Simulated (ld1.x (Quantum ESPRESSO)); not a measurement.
**Configuration tests for Cr (Z = 24) (RRKJ)**

ld1.x (Quantum ESPRESSO) 7.5 input, shortened:

```
&input
   title='Cr', zed=24., rel=1, dft='PBE', iswitch=3,
   config='[Ar] 3d5.5 4s0.5 4p0'
 /
 &inputp
   pseudotype=2, tm=.false., lloc=1,
   nlcc=.false.
 /
3
3S  1  0   2.00   0.00  1.05  1.05  0.0
3D  3  2   5.50   0.00  2.15  2.15  0.0
3P  2  1   6.00   0.00  0.80  0.80  0.0
 &test
   configts(1)='3s2 3p6 3d5.5 4s0.5 4p0'
 /
```

Occupied shells without a wave of their own: 4s. They enter only through the test configuration that unscreens the potential.

Energies are relative to the spin-unpolarised reference configuration 3s2 3p6 3d5.5 4s0.5 4p0; without spin polarisation the order of configurations can differ from experiment. Not all tests gave a result: 1 of 7 tests not solved or not reliable. Left out of the table: 3s2 3p6 3d6 4s0 4p0 (solver errors, printed error -1668 eV).

```json
{"valence configuration": "3s2 3p6 3d5 4s0 4p0", "charge": "+1", "ΔE all-electron (eV)": "6.175", "error AE − PS (meV)": "-17"}
{"valence configuration": "3s2 3p6 3d4 4s0 4p0", "charge": "+2", "ΔE all-electron (eV)": "22.227", "error AE − PS (meV)": "-15"}
{"valence configuration": "3s1 3p6 3d5 4s1 4p0", "charge": "+1", "ΔE all-electron (eV)": "79.524", "error AE − PS (meV)": "-570"}
{"valence configuration": "3s2 3p6 3d4 4s1 4p0", "charge": "+1", "ΔE all-electron (eV)": "7.261", "error AE − PS (meV)": "+97"}
{"valence configuration": "3s2 3p6 3d5 4s0.5 4p0", "charge": "+0.5", "ΔE all-electron (eV)": "1.981", "error AE − PS (meV)": "-0.6"}
```

Q: What are ΔE and the potential's error for 3s2 3p6 3d5 4s1 4p0?

A: ΔE = -0.726 eV all-electron; the error (AE − PS) is +17 meV.

ld1.x printed “convergence not achieved” for 6 of the counted tests; their residual had stalled under 1e-8, short of the target of 1e-14. The 4s level has no wave, so the channel is fitted at the deeper level alone: the likely source of the large errors.
